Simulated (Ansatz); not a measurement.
C2H4AlFO can be A, `C=C[O][AlH][F]`, or B, `[OH][Al]1[CH2][CH]1F`.

Calculated with Ansatz (gas phase, PBE0-D4/def2-TZVP geometries, no zero-point term in ΔE). CCSD(T)/CBS is the MP2 limit (def2-TZVPP, def2-QZVPP) plus CCSD(T) − MP2 in def2-TZVPP, frozen cores. DFT in def2-TZVPP. B3LYP here is the variant with VWN-RPA as its local correlation; programs differ in this. Each species was taken in one conformer, which may not be the lowest.

**Question.** Which isomer does CCSD(T)/CBS put lower? Give the gap. (An estimate is asked.)

**Answer.** The calculation gave: A, by 72.5 kcal/mol.

**Question.** Give E(B) − E(A) in kcal/mol with PBE-D4, ωB97M-V, PBE0-D4, B3LYP-D4, B3LYP, CCSD/def2-TZVPP, MP2/def2-TZVPP. (An estimate is asked.)

**Answer.** Ansatz gave: PBE-D4 65.3, ωB97M-V 70.3, PBE0-D4 67.3, B3LYP-D4 74.0, B3LYP 73.9, CCSD/def2-TZVPP 74.0, MP2/def2-TZVPP 72.4. None reverses the order clearly.

**Question.** Does the order hold for the free energy at 298.15 K (harmonic terms from PBE0-D4)? (Best estimate.)

**Answer.** The calculation gave: Yes: G(B) − G(A) = +74.6 kcal/mol, for one conformer each. Modes under 60 cm⁻¹, often nearly free rotors, make the harmonic entropy too high.

Largest T1 diagnostic: 0.013.

In def2-TZVPP, CCSD(T) changes the Hartree–Fock value by −11.0 kcal/mol (the triples alone add −1.2 kcal/mol) and MP2 by −11.4 kcal/mol. From BLYP to BHLYP (50 % exact exchange), in def2-TZVPP and without D4, E(B) − E(A) moves by +3.7 kcal/mol.
